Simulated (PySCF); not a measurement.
A calculated (UHF, PySCF 2.14, def2-SVP, the non-relativistic Hamiltonian (point nucleus)) atom or ion has these occupied shells.

| shell | electrons | orbital energy (eV) | rms radius, mean of both spins (bohr) |
| --- | --- | --- | --- |
| 1s α | 1 | -13345.4 | 0.0506 |
| 1s β | 1 | -13345.1 | 0.0506 |
| 2s α | 1 | -1785.0 | 0.210 |
| 2s β | 1 | -1784.8 | 0.210 |
| 2p α | 3 | -1604.6 | 0.185 |
| 2p β | 3 | -1604.4 | 0.185 |
| 3s α | 1 | -280.08 | 0.599 |
| 3s β | 1 | -279.58 | 0.599 |
| 3p α | 3 | -215.09 | 0.612 |
| 3p β | 3 | -214.42 | 0.612 |
| 3d α | 5 | -99.059 | 0.648 |
| 3d β | 5 | -98.717 | 0.648 |
| 4s α | 1 | -39.824 | 1.81 |
| 4s β | 1 | -33.764 | 1.81 |
| 4p α | 3 | -23.582 | 2.15 |
| 4p β | 1 | -21.070 | 2.15 |

Task: Name the element and its charge.

Result: Br⁺ (bromine, charge +1), in [Ar] 3d10 4s2 4p4, high-spin 3P determinant.
